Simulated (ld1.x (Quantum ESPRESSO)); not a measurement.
Plane-wave convergence, PAW potential for Zn

- Element: zinc
- Generator: ld1.x (Quantum ESPRESSO) 7.5
- Type: PAW
- Functional: LDA (PZ)
- Relativity: scalar-relativistic
- Frozen core: [Ne]
- Valence charge: 20
- Reference configuration: 3s2 3p6 3d10 4s2 4p0
- Partial waves: 3s (bound): rcut 0.90, rcutus 1.15 bohr; 4s (bound): rcut 0.90, rcutus 1.15 bohr; 3p (bound): rcut 1.10, rcutus 1.30 bohr; 4p (bound, empty): rcut 1.10, rcutus 1.30 bohr; 3d (bound): rcut 1.10, rcutus 1.35 bohr; 3d channel at 0.3 Ry: rcut 1.10, rcutus 1.35 bohr
- Local potential: all-electron potential smoothed inside 1.20 bohr (lloc = -2)
- Core correction: Bessel-smoothed model core, default radius (core density twice the valence density)
- Augmentation charge: GAUSS, radius 0.65 bohr

The pseudo-atom Hamiltonian at the reference potential is diagonalised in spherical Bessel functions j_l(qr) that vanish at 20 bohr, with q² up to the cutoff. All-electron valence levels (Ry): 3s -9.4537, 4s -0.4576, 3p -6.1196, 4p -0.0907, 3d -0.7660.

Q: How do the lowest levels (Ry) of each channel move with the cutoff, and are there ghosts?

A:

| cutoff (Ry) | s #1 | s #2 | p #1 | p #2 | d #1 | f #1 | f #2 | Σ f·Δε (mRy) |
| --- | --- | --- | --- | --- | --- | --- | --- | --- |
| 8 | -7.7836 | -0.2722 | -3.7769 | -0.0164 | 0.0676 | 0.1157 | 0.2465 | 26103.3 |
| 15 | -8.9659 | -0.3542 | -5.5221 | -0.0424 | 0.0663 | 0.1157 | 0.2465 | 13090.6 |
| 25 | -9.3722 | -0.4012 | -6.0145 | -0.0551 | -0.2635 | 0.1157 | 0.2465 | 5931.8 |
| 40 | -9.4508 | -0.4334 | -6.1117 | -0.0635 | -0.7197 | 0.1157 | 0.2465 | 565.0 |
| 60 | -9.4530 | -0.4543 | -6.1186 | -0.0805 | -0.7650 | 0.1157 | 0.2465 | 24.1 |
| 90 | -9.4537 | -0.4574 | -6.1195 | -0.0902 | -0.7658 | 0.1157 | 0.2465 | 3.7 |
| 120 | -9.4537 | -0.4575 | -6.1195 | -0.0906 | -0.7659 | 0.1157 | 0.2465 | 1.4 |
| 180 | -9.4538 | -0.4576 | -6.1196 | -0.0907 | -0.7660 | 0.1157 | 0.2465 | 0.2 |
| 400 | -9.4538 | -0.4576 | -6.1196 | -0.0907 | -0.7660 | 0.1157 | 0.2465 | 0.0 |

Result: no extra level below or beside the all-electron valence levels (s, p, d, f tested); 10 mRy is reached at 80 Ry and 1 mRy at 140 Ry.

Test run stopped at test 3 of 9 (negative rho), 1 before it not solved.
